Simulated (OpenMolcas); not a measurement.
Cr4+ (d2) in a complex was computed by SS-CASPT2, IPEA 0.25 Eh, sigma2 regulariser 0.3 Eh with the d shell active (OpenMolcas, ANO-RCC-VDZP on the metal). Its lowest spin-free states, and all those of the highest spin:

```
2S+1  Degeneracy  E (cm-1)
   3           1         0
   3           2      1110
   1           1     10400
   1           1     10950
   1           2     11950
   1           1     12590
   3           1     18080
   3           2     19940
   1           1     25150
   3           2     28380
   1           2     28890
   1           1     29330
   3           1     33680
   3           1     40700
```

Task: Is the site octahedral, tetrahedral or cube-like, axial, or of lower symmetry?

Result: The states with 2S+1 = 3 have orbital degeneracies 1, 2, 1, 2, 2, 1, 1. There are pairs but no triples, so the site is axial: not cubic, but with a proper or improper axis of order three or more. The run had Cr4+ with 6 ligands (fluoride) in tetragonal octahedral coordination (D4h) at 1.92 Å, the axial distance 2.074 Å. A charge of +0.333 e stands 3.2 Å behind each ligand. Ligand basis ANO-RCC-VDZP.

Over all roots computed the reference weight is 0.67 to 0.69; a low but even weight reflects the number of correlated electrons. The least metal-like active orbital is 81 % on the metal (Löwdin) and no ligand orbital is active, so the numbers are rough. Ligand-to-metal charge-transfer states are missing. With no ligand orbital active B as a rule stays too high, so bands that hang on it stand too high and its fall with covalency is understated. With one d shell and no ligand orbital active, 10Dq can be off by a tenth or more. The distance lies 3 % over the 1.86 Å that this model takes as the normal distance (a Shannon-type radius plus a fixed donor radius); by an R⁻⁵ law this alone changes a d-shell field by about -15 %. No measured value stands beside these numbers; the geometry is a model, was not optimised and need not be the one that this ion takes.
